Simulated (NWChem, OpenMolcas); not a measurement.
The same job for NWChem

OpenMolcas 26.06 runs this on GeS (germanium sulfide):

run.input:
```
&GATEWAY
  BasLib=$CurrDir
  Coord
  2
  angstrom
  S        0.000000       0.000000       0.000000
  Ge       0.000000       0.000000       2.012086
  Basis=STO-3G
  Group=NoSym

&SEWARD

&SCF
  Thresholds=1e-10 1e-07 1e-07 1e-05
  PrOrbitals=1 1

&MBPT2
  Frozen=14
```

```bash
$ export MOLCAS_MEM=1860
$ pymolcas run.input > run.log
```

(Basis files named in the input come from the Basis Set Exchange and aren't shown.)

The bond length is the measured one.

It gives a total energy of -2445.004838 Eh.

**Question.** Translate the job to NWChem 7.3.0 as an input file of the program's own, asking for the gradient.

**Answer.** One way, which was run:

sp.nw:
```
start sp
memory 2200 mb

geometry noautosym nocenter noautoz
S        0.000000       0.000000       0.000000
Ge       0.000000       0.000000       2.012086
end

basis spherical bse
S library STO-3G
Ge library STO-3G
end

scf
singlet
rhf
thresh 1e-08
maxiter 80
end

mp2
freeze core 14
tight
end

task mp2 gradient
```

```bash
$ nwchem sp.nw > sp.out
```

Its energy is -2445.004838 Eh, 0.000 mEh from the first.
